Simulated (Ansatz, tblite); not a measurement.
Cost and result up the ladder for SnH2MeBr (CH5BrSn) (8 atoms). The state is a singlet with charge 0. Geometry: PBE-D4/def2-SVP.

```
atom   x (Å)   y (Å)   z (Å)
 Sn1   0.319  -0.692   0.597
  H2  -0.363  -0.705   2.186
  H3   2.029  -0.942   0.636
  C4  -0.258   1.041  -0.558
  H5   0.098   1.960  -0.053
  H6  -1.360   1.067  -0.645
  H7   0.191   0.972  -1.566
 Br8  -0.655  -2.701  -0.597
```

Ansatz on 4 threads of Arm Neoverse V1 on a shared host; xTB runs through tblite on one thread. Times are rough, summed over both states, and most runs start from the orbitals of an earlier one. No level here is sound enough to serve as a yardstick. The other state is a triplet.

In the def2 sets Sn takes a core potential; there is no spin–orbit coupling. The xTB rows come from tblite. HOMO above LUMO, or a gap near zero within one spin, warns that the state may not be the lowest or that an electron is smeared out.

xTB has no spin-polarisation term.

| level | functions | wall time |
| --- | --- | --- |
| GFN2-xTB | 27 | 0.01 s |
| GFN1-xTB | 32 | 0.025 s |
| PBE-D4/def2-TZVP | 159 | 9.9 s |
| r2SCAN-D4/def2-TZVP (with forces) | 159 | 23 s |

Q: Estimate what each level gives for the vertical triplet (eV).

A: 
```
                            level  vertical triplet (eV)                                  remarks
                         GFN2-xTB                   4.44                                        –
                         GFN1-xTB                   4.89                                        –
                 PBE-D4/def2-TZVP                   4.96  gap within one spin near zero (triplet)
r2SCAN-D4/def2-TZVP (with forces)                   5.20                                        –
```
